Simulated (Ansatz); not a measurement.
Isolated molecules relaxed with PBE0-D4/def2-TZVP in Ansatz; ΔE leaves out vibrations. CBS: MP2 limit from def2 TZ/QZ plus the TZ coupled-cluster correction, frozen cores. DFT in def2-TZVPP. B3LYP here is the variant with VWN-RPA as its local correlation; programs differ in this. HSE06 is defined as in plane-wave codes. Elements past krypton have def2 core potentials. For Ge, W outer-core shells are correlated without core-valence functions, which leaves a few kJ/mol of doubt a bond. Scalar relativity is left out up to krypton.

Reaction (redistribution): `[O]=[W]([F])(=[S])[Cl]` + `F[SiH]1[O][GeH2]1` → `[O]=[W]([F])([F])=[S]` + `Cl[SiH]1[O][GeH2]1`

```json
{"level": "LDA (SPW92)", "ΔE (kJ/mol)": "40.4", "difference from CCSD(T)/CBS": "-11.1"}
{"level": "PBE-D4", "ΔE (kJ/mol)": "35.3", "difference from CCSD(T)/CBS": "-16.2"}
{"level": "revPBE-D4", "ΔE (kJ/mol)": "32.8", "difference from CCSD(T)/CBS": "-18.7"}
{"level": "r2SCAN-D4", "ΔE (kJ/mol)": "39.8", "difference from CCSD(T)/CBS": "-11.7"}
{"level": "B97M-V", "ΔE (kJ/mol)": "40.3", "difference from CCSD(T)/CBS": "-11.2"}
{"level": "B3LYP-D4", "ΔE (kJ/mol)": "43.7", "difference from CCSD(T)/CBS": "-7.8"}
{"level": "HSE06-D4", "ΔE (kJ/mol)": "40.4", "difference from CCSD(T)/CBS": "-11.1"}
{"level": "BHLYP-D4", "ΔE (kJ/mol)": "48.8", "difference from CCSD(T)/CBS": "-2.7"}
{"level": "CAM-B3LYP-D4", "ΔE (kJ/mol)": "42.3", "difference from CCSD(T)/CBS": "-9.2"}
{"level": "ωB97X-V", "ΔE (kJ/mol)": "37.0", "difference from CCSD(T)/CBS": "-14.5"}
{"level": "ωB97M-V", "ΔE (kJ/mol)": "40.6", "difference from CCSD(T)/CBS": "-10.9"}
{"level": "B2PLYP", "ΔE (kJ/mol)": "50.3", "difference from CCSD(T)/CBS": "-1.2"}
{"level": "PBE-QIDH", "ΔE (kJ/mol)": "50.7", "difference from CCSD(T)/CBS": "-0.8"}
{"level": "PBE", "ΔE (kJ/mol)": "35.0", "difference from CCSD(T)/CBS": "-16.5"}
{"level": "revPBE", "ΔE (kJ/mol)": "32.9", "difference from CCSD(T)/CBS": "-18.6"}
{"level": "BLYP", "ΔE (kJ/mol)": "39.0", "difference from CCSD(T)/CBS": "-12.5"}
{"level": "r2SCAN", "ΔE (kJ/mol)": "39.7", "difference from CCSD(T)/CBS": "-11.8"}
{"level": "PBE0", "ΔE (kJ/mol)": "40.0", "difference from CCSD(T)/CBS": "-11.5"}
{"level": "B3LYP", "ΔE (kJ/mol)": "43.1", "difference from CCSD(T)/CBS": "-8.4"}
{"level": "r2SCANh", "ΔE (kJ/mol)": "41.5", "difference from CCSD(T)/CBS": "-10.0"}
{"level": "r2SCAN0", "ΔE (kJ/mol)": "43.9", "difference from CCSD(T)/CBS": "-7.6"}
{"level": "HSE06", "ΔE (kJ/mol)": "40.1", "difference from CCSD(T)/CBS": "-11.4"}
{"level": "BHLYP", "ΔE (kJ/mol)": "47.7", "difference from CCSD(T)/CBS": "-3.8"}
{"level": "CAM-B3LYP", "ΔE (kJ/mol)": "41.9", "difference from CCSD(T)/CBS": "-9.6"}
{"level": "LC-ωPBE", "ΔE (kJ/mol)": "32.2", "difference from CCSD(T)/CBS": "-19.3"}
{"level": "RPA@PBE/def2-TZVPP", "ΔE (kJ/mol)": "48.9", "difference from CCSD(T)/CBS": "-2.6"}
{"level": "HF/def2-SVP", "ΔE (kJ/mol)": "35.5", "difference from CCSD(T)/CBS": "-16.0"}
{"level": "MP2/def2-SVP", "ΔE (kJ/mol)": "48.3", "difference from CCSD(T)/CBS": "-3.2"}
{"level": "CCSD/def2-SVP", "ΔE (kJ/mol)": "36.7", "difference from CCSD(T)/CBS": "-14.8"}
{"level": "CCSD(T)/def2-SVP", "ΔE (kJ/mol)": "37.1", "difference from CCSD(T)/CBS": "-14.4"}
{"level": "HF/def2-TZVPP", "ΔE (kJ/mol)": "47.9", "difference from CCSD(T)/CBS": "-3.6"}
{"level": "MP2/def2-TZVPP", "ΔE (kJ/mol)": "64.1", "difference from CCSD(T)/CBS": "12.6"}
{"level": "SCS-MP2/def2-TZVPP", "ΔE (kJ/mol)": "59.6", "difference from CCSD(T)/CBS": "8.1"}
{"level": "CCSD/def2-TZVPP", "ΔE (kJ/mol)": "50.2", "difference from CCSD(T)/CBS": "-1.3"}
{"level": "HF/def2-QZVPP", "ΔE (kJ/mol)": "49.2", "difference from CCSD(T)/CBS": "-2.3"}
{"level": "MP2/def2-QZVPP", "ΔE (kJ/mol)": "64.7", "difference from CCSD(T)/CBS": "13.2"}
{"level": "SCS-MP2/def2-QZVPP", "ΔE (kJ/mol)": "60.1", "difference from CCSD(T)/CBS": "8.6"}
{"level": "HF/CBS(def2)", "ΔE (kJ/mol)": "49.4", "difference from CCSD(T)/CBS": "-2.1"}
{"level": "MP2/CBS(def2)", "ΔE (kJ/mol)": "64.3", "difference from CCSD(T)/CBS": "12.8"}
{"level": "CCSD/CBS(def2)", "ΔE (kJ/mol)": "50.5", "difference from CCSD(T)/CBS": "-1.0"}
{"level": "CCSD(T)/CBS", "ΔE (kJ/mol)": "51.5", "difference from CCSD(T)/CBS": "0"}
```

Largest T1 diagnostic among the species: 0.023, so the coupled-cluster value is less sure than usual.

Leaving LDA and LC-ωPBE aside and taking each functional with its dispersion term where it has one, the values spread over 17.8 kJ/mol, from revPBE-D4 to PBE-QIDH. LDA lies +5.5 kJ/mol from PBE without D4. From r2SCAN to r2SCAN0 (25 % exact exchange), in def2-TZVPP and without D4, ΔE moves by +4.2 kJ/mol. In def2-TZVPP, CCSD(T) changes the Hartree–Fock value by +3.3 kJ/mol (the triples alone add +1.0 kJ/mol) and MP2 by +16.1 kJ/mol.
